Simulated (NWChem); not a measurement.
System: C2H4BFO2; SMILES C(B(F)OC)=O

```xyz
10

C     -1.7981    -0.8270     0.0000
O     -1.1512     0.4509     0.0000
B      0.1679     0.6641     0.0000
F      0.5891     1.9322     0.0000
C      1.3427    -0.4449     0.0000
O      1.1692    -1.6536     0.0000
H     -1.0751    -1.6429     0.0000
H     -2.4329    -0.8820    -0.8891
H     -2.4329    -0.8820     0.8891
H      2.3876    -0.0501     0.0000
```
Atoms are numbered in this order, from 1.

Results from NWChem. Geometry: optimised at B3LYP/6-31G* (spherical d).

For level PBE/def2-TZVP:

```
Item                         Result
---------------------------  ------
highest occupied level (eV)   -5.81
orbital gap (eV)               2.36
```

Question: Estimate the same quantities for level LDA (Slater exchange, VWN5)/def2-TZVP.

Answer: The highest occupied level (eV) is -5.96 and the orbital gap (eV) is 2.22.
